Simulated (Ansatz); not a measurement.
Reaction (formal loss of a carbene): `C=CCCC(C)C` → `C=CCCCC` + `[CH2]` (triplet)

Isolated molecules relaxed with PBE0-D4/def2-TZVP in Ansatz; ΔE leaves out vibrations. CBS: MP2 limit from def2 TZ/QZ plus the TZ coupled-cluster correction, frozen cores. This one scheme is used for every species. Functionals use def2-TZVPP. Triplets are unrestricted, without spin–orbit coupling. One conformer a species, not always the lowest.

`C=CCCC(C)C`:

```xyz
21

C    -0.722    0.763    3.355
C     0.053    1.050    2.318
C    -0.343    0.916    0.886
C     0.543   -0.070    0.130
C     0.284   -0.141   -1.372
C     1.317   -1.032   -2.045
C    -1.125   -0.622   -1.692
H    -0.371    0.872    4.375
H    -1.739    0.410    3.219
H     1.069    1.398    2.501
H    -1.392    0.614    0.829
H    -0.268    1.897    0.397
H     1.593    0.203    0.293
H     0.420   -1.070    0.566
H     0.396    0.875   -1.776
H     1.170   -1.065   -3.127
H     1.245   -2.058   -1.670
H     2.334   -0.680   -1.853
H    -1.890    0.045   -1.290
H    -1.295   -1.619   -1.272
H    -1.279   -0.687   -2.772
```

`C=CCCCC`:

Cartesian coordinates in Å:
```
C -1.256 0.965 -1.925
C -0.042 1.096 -1.409
C 0.267 1.270 0.040
C 1.193 0.181 0.585
C 0.629 -1.231 0.491
C -0.639 -1.442 1.302
H -1.411 0.840 -2.991
H -2.141 0.983 -1.297
H 0.819 1.067 -2.078
H -0.664 1.304 0.612
H 0.756 2.241 0.187
H 1.427 0.410 1.630
H 2.144 0.223 0.041
H 0.432 -1.473 -0.559
H 1.396 -1.936 0.829
H -0.484 -1.179 2.353
H -0.963 -2.484 1.264
H -1.464 -0.832 0.926
```

`[CH2]` (triplet):

Cartesian coordinates in Å:
```
C -0.025 -0.243 -0.129
H -0.182 0.595 -0.791
H 0.206 -0.352 0.919
```

CCSD(T)/CBS gives +441.8 kJ/mol.

(1) Another level gave +419.0 kJ/mol. Which?
A. B2PLYP/def2-TZVPP
B. r2SCAN/def2-TZVPP
C. CCSD/def2-TZVPP
D. MP2/def2-TZVPP

Largest T1 diagnostic among the species: 0.011.

Answers

(1) C. CCSD/def2-TZVPP 419.0, B2PLYP 429.6, MP2/def2-TZVPP 443.8, r2SCAN 415.0 kJ/mol.

The D4 term adds +9.3 kJ/mol with B3LYP and +5.0 kJ/mol with PBE0; it sums over pairs of atoms, weighted by their polarisabilities, and B3LYP, whose exchange is more repulsive, gets the larger term. From PBE to PBE0 (25 % exact exchange), in def2-TZVPP and without D4, ΔE moves by −6.9 kJ/mol. In def2-TZVPP, CCSD(T) changes the Hartree–Fock value by +138.8 kJ/mol (the triples alone add +11.5 kJ/mol) and MP2 by +152.0 kJ/mol.

CCSD(T)/CBS has its own doubt, a few kJ/mol and more with outer-core shells, so smaller differences from it don't rank the levels.

B3LYP here is the variant with VWN-RPA as its local correlation; programs differ in this.
